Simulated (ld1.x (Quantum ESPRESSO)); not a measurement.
# platinum (Pt), TM: configuration errors across variants

* Element: platinum
* Generator: ld1.x (Quantum ESPRESSO) 7.5
* Type: norm-conserving Troullier–Martins (Kleinman–Bylander form)
* Functional: LDA (PZ)
* Relativity: scalar-relativistic
* Frozen core: [Xe] 4f14
* Valence charge: 10
* Reference configuration: 5d7 6s0 6p0 (charge +3)
* Partial waves: 6s (bound, empty): rc 2.20 bohr; 6p (bound, empty): rc 1.95 bohr; 5d (bound): rc 2.00 bohr
* Local potential: the d channel
* Core correction: none

All-electron excitation energies from the reference (eV): (1) 5d9 6s1 6p0 -62.315; (2) 5d9 6s0 6p0 -52.771; (3) 5d8 6s0 6p0 -32.512; (4) 5d8 6s2 6p0 -61.385; (5) 5d10 6s0 6p0 -62.262; (6) 5d9.5 6s0.5 6p0 -62.401; (7) 5d6 6s0 6p0 45.948; (8) 5d7 6s0 6p0 spin -1.387; (9) 5d9 6s1 6p0 spin -62.695.

Spin tests fill each open shell by Hund’s rule, majority spin first.

A true bound ghost makes a file unfit for plane-wave use even where its test errors are small: the radial tests pick states by their node count and pass the ghost by.

Errors AE − PS in meV (a dash: test not solved or not reliable):

```csv
change,(1),(2),(3),(4),(5),(6),(7),(8),(9),bound ghosts
base,+69,-29,-8.7,+134,-33,+21,-39,+1071,+174,"s, p"
wave 5d (bound): rc 2.00 bohr becomes 5d (bound): rc 1.44 bohr,+66,-29,-8.8,+130,-33,+19,-40,+1073,+171,"s, p"
wave 5d (bound): rc 2.00 bohr becomes 5d (bound): rc 1.72 bohr,+75,-26,-8.0,+137,-27,+27,-39,+1071,+179,"s, p"
wave 5d (bound): rc 2.00 bohr becomes 5d (bound): rc 2.04 bohr,+66,-31,-9.1,+131,-37,+17,-39,+1070,+170,"s, p"
wave 5d (bound): rc 2.00 bohr becomes 5d (bound): rc 2.28 bohr,+40,-44,-12,+113,-68,-11,-38,+1064,+145,"s, p"
wave 5d (bound): rc 2.00 bohr becomes 5d (bound): rc 2.56 bohr,-28,-70,-14,+57,-142,-83,-25,+1043,+76,"s, p"
```

Problem. Give the same row for: wave 5d (bound): rc 2.00 bohr becomes 5d (bound): rc 2.96 bohr.

Solution. -166, -77, -0.1, -96, -245, -204, +27, +989, -64; bound ghosts: s, p.
